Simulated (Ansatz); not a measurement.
`[NH2][Ga]([Cl])[Cl]` + H₂ → `[Cl][GaH][Cl]` + NH₃ at 700 K and 1 bar (hydrogenolysis of a Ga–N bond).

Gas-phase electronic energies from Ansatz, PBE0-D4/def2-TZVP geometries. CCSD(T)/CBS is the MP2 limit (def2-TZVPP, def2-QZVPP) plus CCSD(T) − MP2 in def2-TZVPP, frozen cores. This one scheme is used for every species. For Ga outer-core shells are correlated without core-valence functions, which leaves a few kJ/mol of doubt a bond. Scalar relativity is left out up to krypton. Each species was taken in one conformer, which may not be the lowest.

| species | CCSD(T)/CBS energy (Eh) | H − E (kJ/mol) | S (J/(mol·K)) |
| --- | --- | --- | --- |
| `[NH2][Ga]([Cl])[Cl]` | -2899.54184 | 133.3 | 434.4 |
| H₂ | -1.17544 | 46.8 | 155.3 |
| `[Cl][GaH][Cl]` | -2844.19972 | 67.0 | 359.4 |
| NH₃ | -56.50880 | 116.9 | 226.5 |

H − E and S are ideal-gas, rigid-rotor, harmonic terms from PBE0-D4/def2-TZVP, for one conformer and one mirror image of each species. The MP2-based limit puts H₂ 0.8 mEh under its directly extrapolated value; such offsets cancel only in part. 1 Eh = 2625.50 kJ/mol, R = 8.31446 J/(mol·K).

Task: By hand: ΔE, ΔH, ΔS and ΔG.

Result: ΔE = (-2844.19972) + (-56.50880) − (-2899.54184) − (-1.17544) = 0.00876 Eh = 23.0 kJ/mol. Δ(H − E) = 67.0 + 116.9 − 133.3 − 46.8 = 3.8, so ΔH = 26.8 kJ/mol. ΔS = 359.4 + 226.5 − 434.4 − 155.3 = -3.8 J/(mol·K). ΔG = 26.8 − 700 × (-3.8)/1000 = 29.5 kJ/mol.

Task: By hand: the equilibrium constant, and the temperature at which ΔG would vanish if ΔH and ΔS stayed fixed.

Result: log₁₀ K = −ΔG/(RT ln 10) = -2.2. ΔH and −TΔS have one sign here, so there is no such temperature. One of them is within its doubt of zero, so this could turn.

The number of gas molecules stays the same, so ΔS is small and ΔH decides. A doubt of 5 kJ/mol in ΔE shifts log₁₀ K by 0.4 here. Other conformers and mirror images would add mixing entropy, several J/(mol·K) or more a flexible species. Modes under 60 cm⁻¹, often nearly free rotors, make the harmonic entropy too high. These are equilibria of isolated gas molecules and say nothing of rates. Largest T1 diagnostic: 0.011 (customary marks: 0.02 for closed shells, 0.045 for open ones).
